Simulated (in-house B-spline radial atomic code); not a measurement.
# Ionising Nd11+ with different functionals

Computed with a B-spline radial code for spherical atoms: scalar-relativistic (spin-free X2C) Hamiltonian, Fermi nucleus of rms radius 4.9123 fm, spin-polarised at highest spin, spherical fractional occupations for the functionals. The ionisation energy is the difference of two self-consistent energies, [Kr] 4d10 4f1 5s2 → [Kr] 4d10 5s2, without Breit or QED terms; ε is the level of the shell that loses the electron (its least bound occupied spin orbital). There is no spin-orbit coupling in this Hamiltonian.

Hybrids are left out here: with spherical fractional occupations of an open shell their exact exchange keeps a self-interaction that integer-occupation calculations don't have.

| method | rung | ΔSCF (eV) | -ε(4f) (eV) |
| --- | --- | --- | --- |
| PW91 | GGA | 193.65 | 179.87 |
| BP86 | GGA | 193.63 | 179.86 |
| PBEsol | GGA | ? | ? |
| r2SCAN | meta-GGA | ? | ? |

(1) What does r2SCAN give?

(2) What does PBEsol give?

(3) How do they compare with the NIST value?

Answers

(1) ΔSCF 192.56 eV, and -ε(4f) = 178.96 eV.

(2) ΔSCF 193.56 eV, and -ε(4f) = 179.78 eV.

(3) NIST lists 195 eV ± 10 (tabulated theory, ground level to ground level). Errors run from -2.44 to -1.35 eV; all lie within about twice that uncertainty, so the table can't rank the methods.
